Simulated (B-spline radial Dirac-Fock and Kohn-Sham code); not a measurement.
**X-ray form factors of gallium in several charge states**

These are calculated numbers from a radial finite-basis atomic code; the model is configuration-average Dirac-Fock orbitals.

Configurations: Ga¹³⁺ [Ne] 3s2 3p6; Ga¹⁴⁺ [Ne] 3s2 3p5; Ga¹⁶⁺ [Ne] 3s2 3p3; Ga¹⁷⁺ [Ne] 3s2 3p2; Ga¹⁹⁺ [Ne] 3s2; Ga²⁰⁺ [Ne] 3s1. The first column is f₀ of Ga¹³⁺, the others are differences from it.

```csv
s (Å⁻¹),Ga¹³⁺,Δ Ga¹⁴⁺,Δ Ga¹⁶⁺,Δ Ga¹⁷⁺,Δ Ga¹⁹⁺,Δ Ga²⁰⁺
0,18.000,-1.000,-3.000,-4.000,-6.000,-7.000
0.1,17.749,-0.966,-2.905,-3.876,-5.824,-6.799
0.2,17.029,-0.871,-2.635,-3.526,-5.325,-6.229
0.3,15.936,-0.732,-2.236,-3.006,-4.579,-5.373
0.4,14.605,-0.570,-1.767,-2.392,-3.691,-4.352
0.5,13.177,-0.408,-1.291,-1.765,-2.774,-3.290
0.7,10.505,-0.147,-0.506,-0.716,-1.200,-1.450
0.9,8.499,-0.010,-0.066,-0.113,-0.249,-0.316
1.1,7.196,+0.030,+0.080,+0.099,+0.120,+0.140
1.4,6.043,+0.009,+0.035,+0.051,+0.088,+0.116
```
